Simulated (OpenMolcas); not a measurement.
Computed levels of 5s2 5p2 in ions with 50 electrons, in cm-1 above 3P0.

```
Program             : OpenMolcas 26.06
Method              : RASSCF
Basis               : ANO-RCC-VQZP
Scalar Hamiltonian  : DKH2, point nucleus
Spin-orbit coupling : RASSI with atomic mean-field integrals over the reference wave functions, term energies averaged over their components
```

Active space for each ion: 2 electrons in 9 orbitals (RAS2 5p; RAS3 5d 6s, at most 1 electron).

| Level | Sn | Sb+ | Te2+ | Xe4+ |
| --- | --- | --- | --- | --- |
| 3P1 | 1363 | 2436 | 3788 | 7571 |
| 3P2 | 3086 | 5100 | 7402 | 13075 |
| 1D2 | 10295 | 14178 | 18239 | 28130 |
| 1S0 | 21561 | 28311 | 34568 | 48050 |

**Question.** Estimate 3P2, 1D2, 1S0 for I3+ from its neighbours Te2+ and Xe4+.

**Answer.** 3P2 is fine structure, which grows about as the fourth power of a screened charge, so the fourth roots are averaged: ((7402^0.25 + 13075^0.25) / 2)^4 = 9938. The calculation gives 10000, so the estimate is off by -0.6 %.
1D2 is another term, which grows about linearly with the charge: (18239 + 28130) / 2 = 23184. The calculation gives 22756, so the estimate is off by +1.9 %.
1S0 is another term, which grows about linearly with the charge: (34568 + 48050) / 2 = 41309. The calculation gives 40968, so the estimate is off by +0.8 %.

With the s shell closed, the reference lacks s² → p² mixing. Levels of configurations outside the active space are missing.
